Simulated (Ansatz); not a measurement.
## Which is lower?

The two ends of one reaction step of Si2NH8OF3, closed shell (PBE0-D4/def2-TZVP).

A:

Si1  (-0.214, 0.685, -0.493)
Si2  (-1.739, -0.481, 0.876)
F3  (-0.520, -0.325, -1.775)
F4  (0.423, 1.446, 0.873)
O5  (-0.552, 2.067, -1.320)
H6  (1.792, -0.713, -0.267)
N7  (1.626, 0.155, -0.784)
H8  (0.431, -1.969, 1.206)
F9  (1.322, -2.116, 0.941)
H10  (-2.277, 0.325, 2.004)
H11  (-1.032, -1.627, 1.571)
H12  (-2.859, -1.138, 0.154)
H13  (-0.452, 2.853, -0.779)
H14  (2.268, 0.860, -0.436)
H15  (1.785, -0.023, -1.771)
(Å)

B:

```csv
atom,x (Å),y (Å),z (Å)
Si1,0.7559,0.7126,-0.3285
Si2,-2.5876,-1.0410,1.2752
F3,-0.0687,-0.0821,-1.4437
F4,1.4147,2.1315,-0.6903
O5,-0.5724,1.2086,0.5152
H6,2.3830,-1.0050,-1.5279
N7,2.3792,0.0085,-1.4992
H8,-1.2743,-1.6821,1.0220
F9,1.5370,-0.0989,0.8160
H10,-2.4877,-0.0833,2.4044
H11,-3.5521,-2.1081,1.6669
H12,-3.0963,-0.3711,0.0564
H13,-0.4020,1.7384,1.2944
H14,3.2618,0.3205,-1.1105
H15,2.3095,0.3517,-2.4506
```

Ansatz 0.2.0; basis: def2-TZVPP; cores frozen in the correlated methods. B3LYP uses VWN-RPA correlation.

Question: Which structure is lower at CCSD(T), and by how much? (Judge from chemistry; the value comes from the calculation.)

Answer: Computed: B, by 1.771 eV (electronic energy, against the other). By their contacts, A is a complex of Si₂NH₇OF₂ ([NH3][Si]([OH])([F])([F])[SiH3]) + HF and B is a complex of SiNH₄OF₃ ([NH3][Si]([OH])([F])([F])[F]) + SiH₄.

All methods give the same order:

```tsv
method	E(B) − E(A) (eV)
SPW92	-1.176
PBE-D4	-1.290
BLYP-D4	-1.517
r2SCAN-D4	-1.652
B97M-V	-1.717
PBE0-D4	-1.465
B3LYP-D4	-1.639
r2SCAN0-D4	-1.722
BHLYP-D4	-1.833
CAM-B3LYP-D4	-1.715
wB97X-V	-1.672
wB97M-V	-1.717
B2PLYP	-1.761
PBE-QIDH	-1.678
RPA on PBE	-1.813
HF	-2.293
MP2	-1.787
CCSD	-1.853
CCSD(T)	-1.771
```

No T1 diagnostic of these runs exceeds 0.012.

Labels in which every atom is bracketed show which atoms are joined, not bond orders.

For scale, one of the runs: CCSD(T)/def2-TZVPP, 351 basis functions, launched by `ansatz run in.yaml --threads 4 --pin off --events-out ev --progress --plain --max-ram 66560MiB --backend cuda --devices 0, --max-vram 37GiB`. The run took 28 s on 4 CPU threads of an AMD EPYC 7R13 and a share of one NVIDIA H100 (shared host), with 0.86 GiB of host memory at its peak.
